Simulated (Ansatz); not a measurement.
One change: `F[SiH](F)[O][GeH3]` becomes `O[SiH](F)[O][GeH3]`.

Ansatz, PBE0-D4/def2-TZVP geometries, multiplicity 1. Each molecule was computed in one conformer, which needn't be the lowest.

Scalar relativity is left out up to krypton.

```
                               property  `F[SiH](F)[O][GeH3]`
      HOMO energy (PBE/def2-TZVPP) / eV                 -7.86
  HOMO energy (ωB97M-V/def2-TZVPP) / eV                -11.69
    LUMO energy (B3LYP/def2-TZVPP) / eV                 -0.42
   HOMO–LUMO gap (PBE0/def2-TZVPP) / eV                  9.21
HOMO–LUMO gap (ωB97M-V/def2-TZVPP) / eV                 13.34
      LUMO energy (PBE/def2-TZVPP) / eV                 -1.06
```

Question: What does the change do to each property? (Best estimate.)

Answer: Ansatz gave: 
```json
{"property": "HOMO energy (PBE/def2-TZVPP) / eV", "`O[SiH](F)[O][GeH3]`": "-7.54", "shift": "0.32"}
{"property": "HOMO energy (ωB97M-V/def2-TZVPP) / eV", "`O[SiH](F)[O][GeH3]`": "-11.36", "shift": "0.33"}
{"property": "LUMO energy (B3LYP/def2-TZVPP) / eV", "`O[SiH](F)[O][GeH3]`": "-0.15", "shift": "0.27"}
{"property": "HOMO–LUMO gap (PBE0/def2-TZVPP) / eV", "`O[SiH](F)[O][GeH3]`": "9.15", "shift": "-0.06"}
{"property": "HOMO–LUMO gap (ωB97M-V/def2-TZVPP) / eV", "`O[SiH](F)[O][GeH3]`": "13.25", "shift": "-0.09"}
{"property": "LUMO energy (PBE/def2-TZVPP) / eV", "`O[SiH](F)[O][GeH3]`": "-0.79", "shift": "0.27"}
```

With PBE0 the HOMO rises by 0.33 eV and the LUMO rises by 0.28 eV, so the gap narrows by about 0.05 eV. PBE moves the HOMO by 0.32 eV and ωB97M-V by 0.33 eV.

B3LYP here is the variant with VWN-RPA as its local correlation; programs differ in this.
